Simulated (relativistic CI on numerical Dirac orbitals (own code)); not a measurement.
# Calculated levels, Lu61+

Method of calculation: Dirac-Coulomb-Breit CI, KLI orbitals optimised for each configuration, QED by a radiative potential, unscaled Slater integrals (own radial code, finite nucleus).

CI space (outside the closed core 1s2): 2s²2p⁶, 2s²2p⁵3s, 2s²2p⁵3p, 2s²2p⁵3d, 2s2p⁶3s, 2s2p⁶3p, 2s2p⁶3d, 2s²2p⁵4s, 2s²2p⁵4p, 2s²2p⁵4d, 2s²2p⁵4f, 2s²2p⁴3s², 2s2p⁶4s, 2s²2p⁴3s3p, 2s2p⁶4p, 2s2p⁶4d. Levels of other configurations are missing.

```tsv
No.	Configuration	Term	J	E (10³ cm⁻¹)	%	Next component (%)	jj configuration (%)
1	2s²2p⁶	¹S	0	0.0	100		closed (100)
2	2s²2p⁵3s	³P°	2	61358.6	100		2p3/2^3 3s (100)
3	2s²2p⁵3s	¹P°	1	61423.8	66	34 ³P°	2p3/2^3 3s (100)
4	2s²2p⁵3p	³P	1	62485.0	49	32 ³S	2p3/2^3 3p1/2 (100)
5	2s²2p⁵3p	³D	2	62500.4	50	33 ¹D	2p3/2^3 3p1/2 (100)
6	2s²2p⁵3p	³D	3	65001.3	100		2p3/2^3 3p3/2 (100)
7	2s²2p⁵3p	¹P	1	65004.0	56	36 ³S	2p3/2^3 3p3/2 (100)
8	2s²2p⁵3p	³P	2	65100.4	67	33 ¹D	2p3/2^3 3p3/2 (100)
9	2s²2p⁵3p	¹S	0	65536.8	62	38 ³P	2p3/2^3 3p3/2 (100)
10	2s²2p⁵3d	³P°	0	66217.0	100		2p3/2^3 3d3/2 (100)
11	2s²2p⁵3d	³P°	1	66293.4	67	32 ³D°	2p3/2^3 3d3/2 (97)
12	2s²2p⁵3d	³F°	3	66305.4	54	39 ¹F°	2p3/2^3 3d3/2 (100)
13	2s²2p⁵3d	³D°	2	66365.0	55	18 ³F°	2p3/2^3 3d3/2 (100)
14	2s²2p⁵3d	³F°	4	66855.0	100		2p3/2^3 3d5/2 (100)
15	2s²2p⁵3d	¹D°	2	66908.4	49	41 ³P°	2p3/2^3 3d5/2 (100)
16	2s²2p⁵3d	³D°	3	66986.4	71	27 ¹F°	2p3/2^3 3d5/2 (100)
17	2s²2p⁵3d	¹P°	1	67214.0	63	19 ³D°	2p3/2^3 3d5/2 (97)
18	2s²2p⁵3s	³P°	0	70607.6	100		2p1/2 2p3/2^4 3s (100)
19	2s²2p⁵3s	³P°	1	70635.0	66	34 ¹P°	2p1/2 2p3/2^4 3s (100)
20	2s²2p⁵3p	³D	1	71707.2	74	23 ¹P	2p1/2 2p3/2^4 3p1/2 (100)
21	2s²2p⁵3p	³P	0	72077.4	62	38 ¹S	2p1/2 2p3/2^4 3p1/2 (100)
22	2s2p⁶3s	³S	1	74115.4	48	27 2s²2p⁵3p ³P	2p1/2 2p3/2^4 3p3/2 (52)
23	2s²2p⁵3p	³D	2	74284.4	50	34 ¹D	2p1/2 2p3/2^4 3p3/2 (100)
24	2s2p⁶3s	³S	1	74450.6	52	23 2s²2p⁵3p ³P	2s 3s (52)
25	2s2p⁶3s	¹S	0	74545.4	100		2s 3s (100)
26	2s2p⁶3p	³P°	1	75403.3	60	30 ¹P°	2s 3p1/2 (90)
27	2s2p⁶3p	³P°	0	75434.4	100		2s 3p1/2 (100)
28	2s²2p⁵3d	³F°	2	75548.3	74	20 ¹D°	2p1/2 2p3/2^4 3d3/2 (100)
29	2s²2p⁵3d	³D°	1	75773.6	44	32 ¹P°	2p1/2 2p3/2^4 3d3/2 (90)
30	2s²2p⁵3d	³P°	2	76149.1	47	36 ³D°	2p1/2 2p3/2^4 3d5/2 (100)
31	2s²2p⁵3d	³F°	3	76177.1	44	34 ¹F°	2p1/2 2p3/2^4 3d5/2 (100)
32	2s2p⁶3p	³P°	2	77965.9	100		2s 3p3/2 (100)
33	2s2p⁶3p	¹P°	1	78012.0	68	32 ³P°	2s 3p3/2 (100)
34	2s2p⁶3d	³D	1	79225.1	100		2s 3d3/2 (100)
35	2s2p⁶3d	³D	2	79267.5	72	28 ¹D	2s 3d3/2 (98)
36	2s2p⁶3d	³D	3	79806.0	100		2s 3d5/2 (100)
37	2s2p⁶3d	¹D	2	79928.1	72	28 ³D	2s 3d5/2 (98)
38	2s²2p⁵4s	³P°	2	85628.5	100		2p3/2^3 4s (100)
39	2s²2p⁵4s	¹P°	1	85650.5	67	33 ³P°	2p3/2^3 4s (100)
40	2s²2p⁵4p	³P	1	86094.2	50	31 ³S	2p3/2^3 4p1/2 (100)
41	2s²2p⁵4p	³D	2	86098.6	50	33 ¹D	2p3/2^3 4p1/2 (100)
42	2s²2p⁵4p	³D	3	87126.8	100		2p3/2^3 4p3/2 (100)
43	2s²2p⁵4p	¹P	1	87129.3	57	36 ³S	2p3/2^3 4p3/2 (100)
44	2s²2p⁵4p	³P	2	87163.8	67	33 ¹D	2p3/2^3 4p3/2 (100)
45	2s²2p⁵4p	¹S	0	87312.4	65	35 ³P	2p3/2^3 4p3/2 (100)
46	2s²2p⁵4d	³P°	0	87592.2	100		2p3/2^3 4d3/2 (100)
47	2s²2p⁵4d	³P°	1	87619.7	65	33 ³D°	2p3/2^3 4d3/2 (98)
48	2s²2p⁵4d	³F°	3	87622.0	54	39 ¹F°	2p3/2^3 4d3/2 (100)
49	2s²2p⁵4d	³D°	2	87643.8	55	18 ³F°	2p3/2^3 4d3/2 (100)
50	2s²2p⁵4d	³F°	4	87862.5	100		2p3/2^3 4d5/2 (100)
51	2s²2p⁵4d	¹D°	2	87882.3	49	41 ³P°	2p3/2^3 4d5/2 (100)
52	2s²2p⁵4d	³D°	3	87910.1	71	27 ¹F°	2p3/2^3 4d5/2 (100)
53	2s²2p⁵4d	¹P°	1	87991.1	64	19 ³P°	2p3/2^3 4d5/2 (98)
54	2s²2p⁵4f	³D	1	88136.4	100		2p3/2^3 4f5/2 (100)
55	2s²2p⁵4f	³G	4	88139.6	53	44 ¹G	2p3/2^3 4f5/2 (100)
56	2s²2p⁵4f	³F	2	88155.0	47	47 ³D	2p3/2^3 4f5/2 (99)
57	2s²2p⁵4f	³F	3	88163.6	51	23 ³G	2p3/2^3 4f5/2 (100)
58	2s²2p⁵4f	³G	5	88251.4	100		2p3/2^3 4f7/2 (100)
59	2s²2p⁵4f	¹D	2	88264.1	61	31 ³D	2p3/2^3 4f7/2 (99)
60	2s²2p⁵4f	¹F	3	88270.4	44	40 ³D	2p3/2^3 4f7/2 (100)
61	2s²2p⁵4f	³F	4	88278.1	72	22 ¹G	2p3/2^3 4f7/2 (100)
62	2s²2p⁵4s	³P°	0	94888.8	100		2p1/2 2p3/2^4 4s (100)
63	2s²2p⁵4s	³P°	1	94896.7	66	33 ¹P°	2p1/2 2p3/2^4 4s (100)
64	2s²2p⁵4p	³D	1	95344.0	74	22 ¹P	2p1/2 2p3/2^4 4p1/2 (100)
65	2s²2p⁵4p	³P	0	95465.8	65	35 ¹S	2p1/2 2p3/2^4 4p1/2 (100)
66	2s²2p⁵4p	³P	1	96394.1	50	29 ³S	2p1/2 2p3/2^4 4p3/2 (100)
67	2s²2p⁵4p	³D	2	96399.3	50	33 ¹D	2p1/2 2p3/2^4 4p3/2 (100)
68	2s²2p⁵4d	³F°	2	96879.6	75	20 ¹D°	2p1/2 2p3/2^4 4d3/2 (100)
69	2s²2p⁵4d	³D°	1	96947.0	50	34 ¹P°	2p1/2 2p3/2^4 4d3/2 (100)
70	2s²2p⁵4d	³P°	2	97140.5	48	36 ³D°	2p1/2 2p3/2^4 4d5/2 (100)
```

Energies count from the lowest computed level; ° marks odd parity. Filled j subshells are mostly left out of the jj labels.

The mean weight of the leading LS term, summed over parents, in these 70 levels is 69 %, and that of the leading jj configuration (from the same eigenvectors) 98 %, so jj coupling describes them better and the LS labels are nominal.

At this charge energies of transitions that change n are usually good to better than 1 %, and those within a shell (Δn = 0) to a few per cent.

LS names give the leading component of a level, which can be under half, so a name can repeat, a term be missing and a line seem to break the LS rules.
